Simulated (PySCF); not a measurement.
B(H)2(OSiH3) (BH5OSi), SMILES [SiH3]OB. Atoms are numbered in the order given.

```xyz
8

B      0.2097    -1.7686     0.0000
H     -0.4399    -2.7752     0.0000
H      1.4132    -1.7827     0.0000
O     -0.4506    -0.5903     0.0000
Si     0.0692     0.9856     0.0000
H     -0.4692     1.6427     1.2124
H     -0.4692     1.6427    -1.2124
H      1.5523     1.0384     0.0000
```
Charge 0, spin multiplicity 1.

Geometry optimised at r2SCAN-D4/def2-TZVP.

Method: TDDFT-LC-ωPBE/def2-SVPD (PySCF 2.14.0).

Vertical excitations. Gas-phase values at a fixed geometry. State labels are in the subgroup Cs.

Computed excitation energies, oscillator strengths and character:
| state | symmetry | energy (eV) | λ (nm) | f | main pairs |
|---|---|---|---|---|---|
| S1 | A" | 6.01 | 206 | 0.000 | HOMO→LUMO 91 % |
| S2 | A' | 8.14 | 152 | 0.005 | HOMO→LUMO+1 59 %, HOMO→LUMO+2 10 % |
| S3 | A" | 8.44 | 147 | 0.005 | HOMO−1→LUMO+1 48 %, HOMO−1→LUMO+2 28 %, HOMO−1→LUMO+3 17 % |
| S4 | A' | 8.85 | 140 | 0.012 | HOMO−2→LUMO+1 30 %, HOMO→LUMO+1 24 %, HOMO−2→LUMO+2 18 %, HOMO−1→LUMO 6 % |
| S5 | A" | 8.90 | 139 | 0.007 | HOMO−2→LUMO 61 %, HOMO−4→LUMO 16 %, HOMO−5→LUMO 13 % |
| S6 | A' | 9.00 | 138 | 0.244 | HOMO−1→LUMO 68 %, HOMO−3→LUMO 13 % |
| S7 | A' | 9.34 | 133 | 0.063 | HOMO→LUMO+3 34 %, HOMO→LUMO+2 25 %, HOMO−2→LUMO+3 8 %, HOMO−2→LUMO+1 7 % |
| S8 | A" | 9.36 | 132 | 0.002 | HOMO→LUMO+4 47 %, HOMO−2→LUMO+4 22 %, HOMO−1→LUMO+5 19 % |
| S9 | A' | 9.67 | 128 | 0.040 | HOMO−2→LUMO+2 27 %, HOMO→LUMO+3 26 %, HOMO→LUMO+2 20 %, HOMO−2→LUMO+1 14 % |
| S10 | A" | 9.67 | 128 | 0.173 | HOMO−1→LUMO+2 59 %, HOMO−1→LUMO+1 18 %, HOMO−1→LUMO+3 10 % |
| T1 | A" | 5.34 | 232 | 0 | HOMO→LUMO 87 % |
| T2 | A' | 7.57 | 164 | 0 | HOMO−1→LUMO 56 %, HOMO−3→LUMO 34 % |
| T3 | A' | 7.68 | 161 | 0 | HOMO→LUMO+1 36 %, HOMO−2→LUMO+1 16 %, HOMO−2→LUMO+2 12 %, HOMO→LUMO+2 10 % |
| T4 | A" | 7.81 | 159 | 0 | HOMO−1→LUMO+1 44 %, HOMO−1→LUMO+2 25 %, HOMO−1→LUMO+3 18 % |
Triplets are in the Tamm–Dancoff approximation, which puts them higher than full response would, so one can lie above its singlet here.
